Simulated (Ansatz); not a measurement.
Born–Oppenheimer molecular dynamics of ClGaH6Si (9 atoms, charge 0, multiplicity 1). It starts at the highest image of a converged band. Of that band: Neighbouring images differ by up to 1.2 eV, so the band resolves the path poorly. A vibrational analysis at the climbing image gives one clearly imaginary mode, 1276i cm⁻¹: a first-order saddle point.

All numbers below come from RKS PBE0-D4/def2-SVP (Ansatz).

```json
{
 "ensemble": "NVE (velocity Verlet)",
 "time step": "0.5 fs",
 "steps asked": "200",
 "starting velocities drawn for": "100 K",
 "seed": "3415"
}
```

First frame:

```xyz
9
Properties=species:S:1:pos:R:3
Ga -0.063 -0.192 -0.025
H 0.040 0.407 1.577
H 1.294 -0.103 -0.745
Cl -2.043 0.253 -0.750
Si -0.293 -2.592 0.987
H -0.771 -3.248 -0.269
H 1.015 -3.189 1.396
H -1.309 -2.827 2.058
H -0.116 -0.744 1.549
```

Task: What does the run give?

Result: The run went to its last step.

```
steps done                                               : 200
time covered                                             : 100 fs
mean temperature over the second half                    : 1228 K
spread of the potential energy over the second half      : 10.5 meV per atom
mean potential energy of the second half above the start : -113.5 meV per atom
```

The conserved energy stayed within 0.17 meV per atom of its start (net change -0.13 meV per atom), so the integration is sound. The kinetic energy rose, since the run started high on the potential surface and went downhill. It ends in pieces (ClGaH4Si + H2), so much of that is their flight and rotation, not heat. A run of 0.1 ps of so small a system gives no equilibrium averages. The orbitals stay closed-shell, which can raise the energy where a bond breaks towards radicals; this wasn't checked here.

Task: What happens to the structure?

Result: Between its relaxed ends the band would form Ga1–Si5, H2–H9 and break Ga1–H2, Si5–H9. These pairs go: Ga1–Si5 2.61 → 2.50 Å, H2–H9 1.16 → 0.75 Å, Ga1–H2 1.71 → 8.07 Å, Si5–H9 1.94 → 9.75 Å. In the last frame they stand as after the step (other bonds may differ from the relaxed reactants and products). Also parted: Ga1–H9 1.67 → 8.65 Å. It ends as ClGaH4Si + H2. Pairs count as bonded within 1.25 times the sum of covalent radii (0.12 Å more for H–H). The details hang on the random start.

Task: How do temperature and energy run in time?

Result: 
```
time (fs)  T (K)  potential energy less start (eV)  conserved less start (meV/atom)
        0    100                             0.000                             0.00
        3     56                             0.040                             0.04
        6     54                             0.042                             0.03
        9     66                             0.031                             0.01
       12     36                             0.058                             0.05
       15    118                            -0.016                             0.03
       18    279                            -0.162                             0.02
       21    502                            -0.363                             0.09
       24    922                            -0.745                            -0.06
       27   1216                            -1.010                            -0.04
       30   1383                            -1.160                             0.06
       33   1446                            -1.217                             0.04
       36   1496                            -1.265                            -0.15
       39   1483                            -1.252                            -0.15
       42   1395                            -1.171                             0.05
       45   1329                            -1.111                             0.11
       48   1259                            -1.049                             0.01
       51   1238                            -1.031                            -0.14
       54   1173                            -0.972                            -0.09
       57   1110                            -0.913                             0.09
       60   1137                            -0.938                             0.05
       63   1130                            -0.932                            -0.04
       66   1153                            -0.954                            -0.11
       69   1115                            -0.919                            -0.02
       72   1087                            -0.892                             0.11
       75   1197                            -0.992                            -0.02
       78   1274                            -1.063                            -0.08
       81   1363                            -1.143                            -0.07
       84   1394                            -1.171                             0.02
       87   1361                            -1.140                             0.09
       90   1399                            -1.176                            -0.09
       93   1349                            -1.131                            -0.13
       96   1244                            -1.036                            -0.02
       99   1163                            -0.961                             0.10
```

Run time: 6.4 min on 2 threads of Intel(R) Xeon(R) Platinum 8375C CPU @ 2.90GHz (Ice Lake), on a shared host, peak memory 0.25 GiB.
